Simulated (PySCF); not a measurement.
The scaffold silaethenyl-X carries different groups X. All species are isolated molecules in the gas phase. One relaxed conformer stands for each flexible species; it need not be the lowest. Strings in code marks are SMILES.

Computed with ωB97X-D3(BJ)/def2-TZVP // PBE0-D3(BJ)/def2-TZVP in PySCF 2.14.0. All candidates: neutral, multiplicity 1. Delta-SCF ions had no search for a lower state. Excitations are Tamm–Dancoff values on a coarser integration grid. The basis has no diffuse functions, so Rydberg states are missing or too high.

```yaml
S1 excitation (TDA): 4.22 eV
vertical ionisation energy (Delta-SCF): 8.71 eV
HOMO: -8.93 eV
```

Task: Say which member has these values.
A. `B[SiH]=C`
B. `C=[SiH]N(C)C` (C–Si–N–C torsion 180°)
C. `C=[SiH]O[SiH3]` (C–Si–O–Si torsion 1°)
D. `C=[SiH]CC` (C–Si–C–C torsion 1°)

Result: A, `B[SiH]=C`. The others give `C=[SiH]N(C)C` (C–Si–N–C torsion 180°): 5.51 eV, 7.53 eV, -7.81 eV; `C=[SiH]O[SiH3]` (C–Si–O–Si torsion 1°): 5.46 eV, 8.35 eV, -8.56 eV; `C=[SiH]CC` (C–Si–C–C torsion 1°): 5.74 eV, 8.24 eV, -8.47 eV
